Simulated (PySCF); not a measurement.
# HBr and its ions

RHF-MP2; H def2-TZVPPD, Br def2-TZVPPD; no relativity (PySCF 2.14). Neutral (RHF): singlet (closed shell), Re = 1.409 Å, ωe = 2743 cm⁻¹, De = 4.01 eV.

HBr⁺ (UHF): doublet (π ↑), Re = 1.441 Å, ωe = 2530 cm⁻¹, De = 3.91 eV to H + Br⁺. The energies at the minima are -2573.29192 hartree for HBr and -2572.86106 for HBr⁺.

Q: Work out the adiabatic ionisation energy, without and with harmonic zero-point energies (1 hartree = 27.2114 eV, 1 eV = 8065.5 cm⁻¹), and the change of the bond length.

A: At MP2: 0.43086 hartree = 11.724 eV between the minima; the zero-point term (2530.0 − 2743.0)/2 cm⁻¹ = -0.013 eV makes it 11.711 eV. Re changes by +3.2 pm against the neutral. The electron leaves a π orbital, which is non-bonding in a hydride.

Correlated steps freeze 9 core orbitals. Spin–orbit coupling is left out. For an ion De counts to the pair picked by the measured ionisation energies or electron affinities, which need not be the lowest pair at this level. Where the molecule has an RHF reference, its open-shell atoms are computed with UHF. States were picked by a PBE0 search and need not be the measured ground states.

Neutral and ion stand on different kinds of reference determinant, which adds to the error of the difference.
